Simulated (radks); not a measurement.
The phosphorus ion P+ inside a hard spherical wall (all orbitals vanish at R), configuration held at [Ne] 3s2 3p2 and not refilled when levels cross. Calculated with a radial shooting solver on a logarithmic mesh with Libxc functionals: non-relativistic Kohn-Sham, PBEsol, spin-unpolarised, spherical densities, point nucleus. Eigenvalues in eV, with the zero of energy where the potential of the charges vanishes at infinity; a dash marks a level that is unbound or too diffuse for the functional's potential to be trusted. A positive occupied level is held by the wall or, in an anion where self-interaction has pushed it up, behind a barrier. The pressure on the wall is -dE/dV.

| R (bohr) | E (hartree) | kinetic (hartree) | e(2s) | e(2p) | e(3s) | e(3p) | e(4s, empty) | e(3d, empty) | pressure (GPa) |
|---|---|---|---|---|---|---|---|---|---|
| free | -340.10491 | 339.588 | -183.26 | -134.99 | -23.147 | -14.192 | - | -3.817 | 0 |
| 20 | -340.10491 | 339.588 | -183.26 | -134.99 | -23.147 | -14.192 | - | -3.817 | < 0.0001 |
| 15 | -340.10491 | 339.588 | -183.26 | -134.99 | -23.147 | -14.192 | - | -3.816 | < 0.0001 |
| 12 | -340.10491 | 339.588 | -183.26 | -134.99 | -23.147 | -14.192 | -4.787 | -3.806 | < 0.0001 |
| 8 | -340.10480 | 339.589 | -183.25 | -134.98 | -23.139 | -14.184 | -4.136 | -3.589 | 0.00775 |
| 7 | -340.10421 | 339.596 | -183.21 | -134.94 | -23.112 | -14.153 | -3.303 | -3.331 | 0.0598 |
| 6 | -340.10081 | 339.626 | -183.04 | -134.76 | -22.997 | -14.015 | -1.404 | -2.757 | 0.467 |
| 3 | -339.32538 | 343.006 | -172.31 | -123.90 | -13.741 | -2.597 | 51.957 | 13.316 | 366 |
| 2.5 | -338.14815 | 346.831 | -163.98 | -115.42 | -2.889 | 9.836 | 97.667 | 26.455 | 1380 |
| 1.5 | -324.14147 | 382.135 | -120.77 | -70.085 | 110.00 | 122.56 | 442.28 | 115.50 | 40700 |
